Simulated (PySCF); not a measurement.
## Cu+: interval between two levels

Cu+ [Ar] 3d10 → Cu+ [Ar] 3d9 4p1 [3F4, M_J = 4], as a difference of total energies. Calculation: PySCF 2.14, in x2c-SVPall-2c with one added diffuse shell each of s, d type (6s5p4d1f, 48 functions); the two-component X2C-1e Hamiltonian. Correlated levels: [Ne] frozen; the 6 highest virtual spinors dropped. "Screened" scales the spin-orbit matrix elements by Boettger's factors to mimic the two-electron term; Breit and QED terms are absent.

| method | interval between two levels (cm⁻¹) | error (cm⁻¹) |
| --- | --- | --- |
| GHF (spin-free) | 56216 | -12515 |
| GMP2 (spin-free) | 77158 | +8427 |
| GHF (screened spin-orbit) | 55687 | -13044 |
| GMP2 (screened spin-orbit) | 76637 | +7906 |

Reference: 68731 cm⁻¹ (measured; NIST Handbook of Basic Atomic Spectroscopic Data (Sansonetti and Martin, J. Phys. Chem. Ref. Data 34, 1559 (2005))).

Errors of the correlated levels include the incompleteness of this basis and the frozen core.

The labels give the starting determinants; with spin-orbit coupling the two ends relaxed to ⟨J²⟩ = 0.00, ⟨L²⟩ = 0.00, ⟨S²⟩ = 0.00 and ⟨J²⟩ = 20.01, ⟨L²⟩ = 12.01, ⟨S²⟩ = 2.00.
